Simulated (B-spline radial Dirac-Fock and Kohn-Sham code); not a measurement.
Calculated with a radial atomic solver, using ΔSCF Dirac-Fock with Breit, self-energy and vacuum polarisation, finite nucleus, configuration average. Free neutral atoms.

Q: Order these X-ray lines by photon energy, lowest first.
A. Ga Kα2
B. Au Lγ5
C. Gd Lγ4
D. Nd Lβ3
E. Bi Lβ3
F. Ba Lγ4

A: D (5831.9 eV), F (5981.6 eV), C (8362.7 eV), A (9223.8 eV), B (12965.9 eV), E (13210.5 eV).
